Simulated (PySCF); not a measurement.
GeH6O2Si, SMILES [OH][GeH]([OH])[SiH3]. Geometry: TPSSh-D3(BJ)/def2-SVP. This is a generated structure with no PubChem entry under its InChIKey; it may be hypothetical. The values are those of a single conformer.

### Question
Give the equilibrium geometry at TPSSh-D3(BJ)/def2-SVP (PySCF confirms it by a frequency run) as bond lengths and angles. (An estimate is asked for; the answer gives what the named calculation found.)

### Answer
Several could match; the one computed here: 
Atoms: O1 Ge2 O3 Si4 H5 H6 H7 H8 H9 H10. Bonds (Å): O1–Ge2 1.794, O1–H5 0.970, Ge2–O3 1.794, Ge2–Si4 2.388, Ge2–H6 1.540, O3–H7 0.970, Si4–H8 1.489, Si4–H9 1.488, Si4–H10 1.489. Bond angles (°): Ge2–O1–H5 111.8, O1–Ge2–O3 109.6, O1–Ge2–Si4 103.9, O1–Ge2–H6 111.1, O3–Ge2–Si4 112.6, O3–Ge2–H6 102.0, Si4–Ge2–H6 117.6, Ge2–O3–H7 111.6, Ge2–Si4–H8 109.0, Ge2–Si4–H9 110.6, Ge2–Si4–H10 109.3, H8–Si4–H9 109.6, H8–Si4–H10 109.0, H9–Si4–H10 109.3.
